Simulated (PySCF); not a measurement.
H9BSi3, SMILES [SiH2]([SiH3])[SiH2]B (GFN2-xTB optimised geometry):

```
13

B      2.595    -1.618     0.000
Si     0.663    -1.618     0.000
Si    -0.117     0.595     0.000
Si    -2.251     0.926    -0.831
H      3.205    -1.565    -0.999
H      3.212    -1.573     0.995
H      0.002    -2.259    -1.155
H     -0.007    -2.271     1.141
H     -0.018     1.145     1.363
H      0.829     1.449    -0.743
H     -2.789     2.271    -0.605
H     -2.303     0.711    -2.279
H     -3.212    -0.005    -0.232
```

Calculation: B3LYP/def2-TZVP (PySCF 2.14.0).

Task: What are the frontier orbital energies and the dipole moment?

Result: HOMO-2 -8.91 eV, HOMO-1 -8.53 eV, HOMO -7.81 eV, LUMO -2.86 eV, LUMO+1 -0.19 eV; dipole moment 0.42 D.

Meta-Löwdin charges at B3LYP/def2-TZVP: B1 -0.18, Si2 0.27, Si3 0.15, Si4 0.27, H5 0.03, H6 0.03, H7 -0.09, H8 -0.08, H9 -0.08, H10 -0.08, H11 -0.08, H12 -0.08, H13 -0.09.
